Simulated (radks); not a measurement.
Values are calculated unless marked as measured or tabulated.
All-electron atom: Si VII in [He] 2s2 2p4 (the NIST ground configuration). Level of theory: non-relativistic Kohn-Sham, LDA (Slater exchange, Perdew-Wang correlation), spin-unpolarised, spherical densities, point nucleus (a radial shooting solver on a logarithmic mesh with Libxc functionals).

Normalised radial functions P(r) = r R(r), r in bohr:

r	1s	2s
0.00719	0.6586	0.1866
0.009666	0.8553	0.2421
0.013	1.0978	0.3103
0.01747	1.3866	0.3907
0.02349	1.7144	0.4802
0.03158	2.0600	0.5705
0.0428	2.3903	0.6470
0.05755	2.6231	0.6780
0.07737	2.6883	0.6277
0.104	2.5161	0.4535
0.1399	2.0874	0.1250
0.188	1.4760	-0.3455
0.2528	0.8446	-0.8721
0.3426	0.3553	-1.3000
0.4606	0.1047	-1.4275
0.6193	0.0188	-1.2046
0.8327	0.0017	-0.7590
1.119	0.0001	-0.3342
1.505	0.0000	-0.0927

1s: eigenvalue -1934.5 eV, 0 radial nodes, <r> = 0.112 bohr, 90 % of the charge inside 0.200 bohr. 2s: eigenvalue -269.36 eV, 1 radial node at r = 0.152 bohr, <r> = 0.536 bohr, 90 % of the charge inside 0.833 bohr.
